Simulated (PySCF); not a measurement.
# What a mistake does to a calculation on Al2ClH2O

Calculated results; nothing here was measured. They come from PySCF 2.14.0, an open-source quantum chemistry program, on an isolated molecule that a program drew, which may never have been made. The molecule is Al2ClH2O (charge 0, doublet), drawn as the SMILES string `[AlH][O][AlH][Cl]`.

Each row is a Hartree-Fock (HF) and frozen-core CCSD(T) single point in the cc-pV(D+d)Z basis, meant for a local HF minimum. Run 1 is clean. Each other run has one planted mistake out of seven kinds, and not every kind appears here: one electron removed, one electron added, multiplicity raised by two, geometry at a saddle point, minimal basis STO-3G, one bond length entered in bohr, all coordinates scaled. The reference is restricted for singlets and unrestricted otherwise, and also for a bond in bohr. Adding or removing an electron swaps singlet and doublet. Electrons count all cores. HOMO and LUMO are orbital energies over both spins, the gradient is its largest component, and the lowest frequency (negative if imaginary) is given only where the gradient is small. Bond lengths are over the 5 bonds as drawn. T1 is the CCSD diagnostic: over 0.02 (restricted) or 0.045 (unrestricted) a single reference is doubtful.

Geometry of the clean run:
```xyz
6
Al2ClH2O, angstrom
Al   -0.5702    1.3511    0.7666
O    -0.8882    0.2477   -0.4764
Al   -1.1092   -0.8101   -1.7463
Cl    0.3782   -0.9274   -3.2431
H    -1.1357    2.8330    0.5929
H    -2.3665   -1.7246   -1.8761
```

```
run  electrons  basis functions  <S^2>  HOMO (eV)  LUMO (eV)  gradient (hartree/bohr)  lowest frequency (cm^-1)  mean bond (Å)  longest bond (Å)      T1  HF (hartree)  CCSD(T) (hartree)                 mistake
  1         53               93  0.756      -8.36       1.13                  3.0e-05                        65         1.7258             2.113  0.0157   -1019.53629        -1020.00332                no fault
  2         54               93  0.000      -0.25       5.51                  5.7e-02                         -         1.7258             2.113  0.0200   -1019.51780        -1020.01990      one electron added
  3         53               34  0.760      -4.57       7.25                  3.5e-02                         -         1.7258             2.113  0.0218   -1007.72393        -1007.84502    minimal basis STO-3G
  4         53               93  0.754      -8.00       1.34                  8.7e-02                         -         1.5860             1.942  0.0132   -1019.48614        -1019.94588  all coordinates scaled
  5         53               93  0.756      -8.33       1.08                  3.3e-05                       -92         1.7258             2.112  0.0154   -1019.53521        -1020.00208                       ?
  6         52               93  0.000     -15.46      -7.15                  6.6e-02                         -         1.7258             2.113  0.0193   -1019.25102        -1019.71963                       ?
```

**Which mistake was planted in run 5, and what did it cost?**

The gradient is small, so the point is stationary, but the lowest frequency is imaginary (-92 cm^-1). So the mistake is: geometry at a saddle point. Subtracting run 1 and multiplying by 627.51 kcal/mol a hartree, the energy moved by 0.7 kcal/mol in HF and 0.8 kcal/mol in CCSD(T).

**Which mistake was planted in run 6, and what did it cost?**

It counts 52 electrons, one fewer than the clean run, at the same geometry and basis. So the mistake is: one electron removed. Subtracting run 1 and multiplying by 627.51 kcal/mol a hartree, the energy moved by 179.0 kcal/mol in HF and 178.0 kcal/mol in CCSD(T).

Cautions from the logs. Run 2: T1 is over the limit, so its CCSD(T) energy is less reliable.
